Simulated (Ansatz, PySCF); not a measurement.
BF₃, triplet, at a GFN2-xTB geometry (a higher spin typed on purpose: for a closed-shell molecule this is an excited state). Base run: PySCF with MP2/cc-pVTZ.

Here is a job for PySCF.
```python
from pyscf import gto, scf, mp

mol = gto.Mole()
mol.atom = '''
    B     0.00238864    0.26611613    0.46432596
    F    -1.13132111   -0.57284179    0.21989644
    F     0.03989163    1.06338357   -0.72388788
    F     1.09010246   -0.63838407    0.24603257
'''
mol.basis = 'cc-pvtz'
mol.spin = 2
mol.verbose = 3
mol.build()

mf = scf.UHF(mol)
mf.kernel()

pt = mp.MP2(mf)
pt.kernel()
print('E(MP2) = %.10f' % pt.e_tot)
```

The same geometry, method and basis name were run in Ansatz (a quantum-chemistry and plane-wave program) and PySCF, at each program's defaults and at the settings that a row names. The base is PySCF at its defaults. Differences at the defaults can come from grids, fitting, cores and function types together. The rows with settings made alike still differ; the cause (another SCF solution, basis table, core potential or functional code) wasn't traced.

```json
[
 {"code and settings": "PySCF, defaults (exact integrals, spherical functions, all electrons correlated)", "ΔE vs base (mEh)": "0.000", "basis functions": "120", "E (Eh)": "-323.89389", "SCF cycles": "10", "SCF-reference dipole (D)": "0.24"},
 {"code and settings": "Ansatz, defaults (factorised integrals, spherical functions, frozen core)", "ΔE vs base (mEh)": "81.890", "basis functions": "120", "E (Eh)": "-323.81200", "SCF cycles": "-", "SCF-reference dipole (D)": "-"},
 {"code and settings": "PySCF, frozen core", "ΔE vs base (mEh)": "50.754", "basis functions": "120", "E (Eh)": "-323.84314", "SCF cycles": "10", "SCF-reference dipole (D)": "0.24"},
 {"code and settings": "Ansatz, high accuracy, frozen core", "ΔE vs base (mEh)": "81.885", "basis functions": "120", "E (Eh)": "-323.81200", "SCF cycles": "-", "SCF-reference dipole (D)": "-"}
]
```

Open shells are given as the SCF converged; they aren't shown to be the lowest states, and a large step between rows can be another state.
